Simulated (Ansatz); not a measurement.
CHF$_{2}$ (SMILES F[CH]F), doublet, at a GFN2-xTB geometry; Ansatz (an electronic-structure program) with HF/cc-pVDZ.

Input for Ansatz:
Ansatz 0.2 input:
```yaml
crystal:
  periodic: [false, false, false]
  atoms:
    - {symbol: C, position_ang: [0.06401414, -0.00053804, 0.50038755]}
    - {symbol: F, position_ang: [-0.08071573, 1.09566547, -0.23113025]}
    - {symbol: F, position_ang: [-0.06029074, -1.09592016, -0.23609971]}
    - {symbol: H, position_ang: [0.88497342, 0.00552047, 1.20274435]}
basis:
  gaussian:
    orbitals: cc-pVDZ
hamiltonian:
  xc: hf
magnetization: {spin_polarized: true, initial_magnetization: 1}
```

Output, abridged:

```
Functional definition: HF
431 factors; integrals over basis functions are off by at most 1.1e-3 eV
mean field evaluation 1: about -6454.7433 eV, gradient 1.9e1 eV
mean field evaluation 2: about -6454.8586 eV, gradient 1.9e1 eV
mean field evaluation 4: about -6456.5573 eV, gradient 2.5e0 eV
mean field evaluation 8: about -6456.6307 eV, gradient 4.4e-1 eV
mean field evaluation 16: about -6456.6343 eV, gradient 1.5e-5 eV
mean field -6456.63431306 eV, -237.2769345410 hartree, gradient 1.5e-5 eV, S^2 0.756101; 0 other end points of the search recorded, 0 dependent functions left out
reference -6456.63431306 eV, -237.2769345410 hartree; 13, 12 occupied and 34, 35 virtual orbitals, 431 factors
Total energy: -6456.63431306 eV, -237.2769345410 hartree
```
